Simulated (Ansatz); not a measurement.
Consider the ligand exchange at a B–Te bond: `C[SiH2][Te]B(O)O` + `C[SiH2]O` → `C[SiH2]OB(O)O` + `C[SiH2][TeH]`.

Calculated with Ansatz (gas phase, PBE0-D4/def2-TZVP geometries, no zero-point term in ΔE). CCSD(T)/CBS adds triple-zeta CCSD(T) − MP2 to the extrapolated MP2 energy (def2 sets, frozen cores). This one scheme is used for every species. Functionals use def2-TZVPP. B3LYP here is the variant with VWN-RPA as its local correlation; programs differ in this. Elements past krypton have def2 core potentials. For Te outer-core shells are correlated without core-valence functions, which leaves a few kJ/mol of doubt a bond. One conformer a species, not always the lowest.

| level | ΔE (kcal/mol) |
| --- | --- |
| B3LYP | -23.9 |
| SCS-MP2/def2-TZVPP | -21.6 |

**Question.** What does CCSD(T)/CBS give? (An estimate is asked.)

**Answer.** Computed: -21.3 kcal/mol. The listed levels differ from it by -2.6, -0.3 kcal/mol.

Largest T1 diagnostic among the species: 0.012.

The D4 term adds +0.7 kcal/mol with B3LYP and +0.3 kcal/mol with PBE0; it sums over pairs of atoms, weighted by their polarisabilities, and B3LYP, whose exchange is more repulsive, gets the larger term. In def2-TZVPP, CCSD(T) changes the Hartree–Fock value by +6.3 kcal/mol (the triples alone add +1.3 kcal/mol) and MP2 by +8.8 kcal/mol. From PBE to PBE0 (25 % exact exchange), in def2-TZVPP and without D4, ΔE moves by −1.5 kcal/mol.
